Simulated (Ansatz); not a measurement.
This geometry of BH3Se (5 atoms, charge 0, multiplicity 1) is a first-order saddle point.

Computed with Ansatz, RKS r2SCAN-D4/def2-SVP.

```xyz
5
Properties=species:S:1:pos:R:3
B -0.192 -0.557 0.212
Se 0.811 1.161 0.414
H -1.360 -0.604 0.506
H 0.381 -1.535 -0.200
H 0.410 1.461 -0.973
```

**Question.** Which two structures does it join? (They come from a converged band through this point; their orientation in space is the band's.)

**Answer.** No bond is made or broken.  The two ends are copies of one structure, up to a mirror image or an exchange of like atoms.

First end point:

```xyz
5
Properties=species:S:1:pos:R:3
B -0.117 -0.637 0.045
Se 1.041 0.861 -0.145
H -1.308 -0.499 0.123
H 0.427 -1.710 0.081
H 0.007 1.912 -0.145
```

Last end point:

```xyz
5
Properties=species:S:1:pos:R:3
B -0.317 -0.558 0.054
Se -0.154 1.332 -0.091
H -1.442 -0.972 0.167
H 0.649 -1.272 0.033
H 1.314 1.397 -0.204
```

**Question.** How far does it lie above each of them?

**Answer.** 0.94 eV above the first and 0.94 eV above the second. This is the barrier of this one path; another mechanism may lie lower.

Time of the run: 110 s on 1 thread of Arm Neoverse V1, with other jobs on the host, peak memory 0.23 GiB.
